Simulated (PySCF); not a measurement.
**How methods differ on the fine-structure interval of Bi³⁸⁺**

Bi³⁸⁺ [Kr] 4d9 [4d3/2^4 4d5/2^5, M_J = 5/2] → Bi³⁸⁺ [Kr] 4d9 [4d3/2^3 4d5/2^6, M_J = 3/2], as a difference of total energies. All numbers are calculated (PySCF 2.14, the two-component X2C-1e Hamiltonian, in an even-tempered Gaussian basis (16 s from 4.3 bohr⁻², ratio 2.8; 14 p from 5.6 bohr⁻², ratio 2.8; 9 d from 5.6 bohr⁻², ratio 2.8; 3 f from 26 bohr⁻², ratio 3)). Correlated levels: [Ar] 3d10 frozen; the 90 highest virtual spinors dropped. "Screened" scales the spin-orbit matrix elements by Boettger's factors to mimic the two-electron term; Breit and QED terms are absent.

```csv
method,fine-structure interval (cm⁻¹)
GHF (screened spin-orbit),262190
GMP2 (screened spin-orbit),262700
GHF (bare spin-orbit),298540
```
